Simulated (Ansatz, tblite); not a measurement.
Forces on the cluster Zr₂S₅⁻ at its PBE-D4/def2-SVPD geometry. The state is a doublet with charge -1.

In the def2 sets Zr takes a core potential; there is no spin–orbit coupling. The xTB rows come from tblite. Another isomer (doublet) lies 0.94 eV lower at PBE0-D4/def2-TZVPD; other spin states weren't run for this one.

GFN1-xTB (tblite), largest force 1.04 eV/Å:

```xyz
7
positions Å, forces eV/Å
Zr   -0.588   -0.569    0.616   -0.829    0.151    0.014
Zr    2.082    0.328   -0.669   -1.030    0.064    0.129
S    -2.751    0.428    0.113    0.377   -0.568    0.441
S     1.227    0.706    1.641    0.097   -0.343   -0.615
S     0.736   -1.730   -1.079    0.275    0.541    0.372
S     2.092    2.018   -2.186    0.398   -0.266    0.166
S    -2.798   -1.181    1.563    0.713    0.422   -0.506
```

GFN2-xTB (tblite), largest force 1.20 eV/Å:

```
Zr -0.709 -0.217 0.322
Zr 0.786 -0.647 0.438
S -0.338 -0.319 0.346
S 0.299 0.554 0.710
S 0.051 -0.677 -0.663
S -0.058 0.895 -0.791
S -0.031 0.411 -0.363
```

PBE-D4/def2-TZVPD (Ansatz), largest force 0.47 eV/Å:

```
Zr -0.028 0.009 -0.004
Zr -0.073 0.005 0.009
S 0.045 -0.339 0.296
S -0.029 -0.033 -0.084
S -0.006 0.083 0.045
S -0.001 -0.062 0.055
S 0.092 0.336 -0.318
```
